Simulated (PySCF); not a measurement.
Computed IR spectrum (relative IR intensity) of a molecule C2H3ClF2Si. The structure is a stationary point at PBE-D3(BJ)/def2-SVP. One conformer was computed; it need not be the lowest. All values below come from PySCF with PBE-D3(BJ)/def2-SVP. Frequencies are harmonic and unscaled.

```tsv
ν (cm⁻¹)	relative intensity
216	5.4
272	3.8
412	11
524	28
605	11
740	68
746	22
799	29
810	11
892	89
926	2.2
1006	35
1206	31
1325	2.9
1647	100
2238	39
3101	5.1
```

**Question.** Identify the compound among the candidates.
A. F/C=C(/F)[SiH2]Cl
B. F/C=C(/Cl)[SiH2]F
C. F[SiH](F)/C=C\Cl
D. F/C=C\[Si@H](F)Cl

**Answer.** D, F/C=C\[Si@H](F)Cl
